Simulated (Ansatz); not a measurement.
Start from `B[SiH2]N` and change one atom or group to get `N[SiH2][SeH]`.

Ansatz, PBE0-D4/def2-TZVP geometries, multiplicity 1. Each molecule was computed in one conformer, which needn't be the lowest.

Scalar relativity is left out up to krypton. Spin–orbit coupling is left out; it splits and shifts lone-pair levels of the heavy atoms by tenths of an eV.

```tsv
property	`B[SiH2]N`
HOMO energy (PBE0/def2-TZVPP) / eV	-7.26
LUMO energy (ωB97M-V/def2-TZVPP) / eV	-0.29
ideal-gas entropy at 298 K and 1 bar (rigid rotor, harmonic PBE0-D4/def2-TZVP) / J/(mol·K)	304
HOMO energy (B3LYP/def2-TZVPP) / eV	-7.04
HOMO–LUMO gap (ωB97M-V/def2-TZVPP) / eV	9.29
LUMO energy (PBE0/def2-TZVPP) / eV	-2.25
```

What does the change do to each property? (An estimate is asked.)

The calculation gave: 
```json
{"property": "HOMO energy (PBE0/def2-TZVPP) / eV", "`N[SiH2][SeH]`": "-6.88", "shift": "0.38"}
{"property": "LUMO energy (ωB97M-V/def2-TZVPP) / eV", "`N[SiH2][SeH]`": "1.80", "shift": "2.09"}
{"property": "ideal-gas entropy at 298 K and 1 bar (rigid rotor, harmonic PBE0-D4/def2-TZVP) / J/(mol·K)", "`N[SiH2][SeH]`": "322", "shift": "18"}
{"property": "HOMO energy (B3LYP/def2-TZVPP) / eV", "`N[SiH2][SeH]`": "-6.63", "shift": "0.41"}
{"property": "HOMO–LUMO gap (ωB97M-V/def2-TZVPP) / eV", "`N[SiH2][SeH]`": "10.84", "shift": "1.55"}
{"property": "LUMO energy (PBE0/def2-TZVPP) / eV", "`N[SiH2][SeH]`": "0.19", "shift": "2.44"}
```

With PBE0 the HOMO rises by 0.38 eV and the LUMO rises by 2.44 eV, so the gap widens by about 2.06 eV. PBE moves the HOMO by 0.18 eV and ωB97M-V by 0.54 eV. The zero-point energy changes by -28.3 kJ/mol with -3 modes.

B3LYP here is the variant with VWN-RPA as its local correlation; programs differ in this.
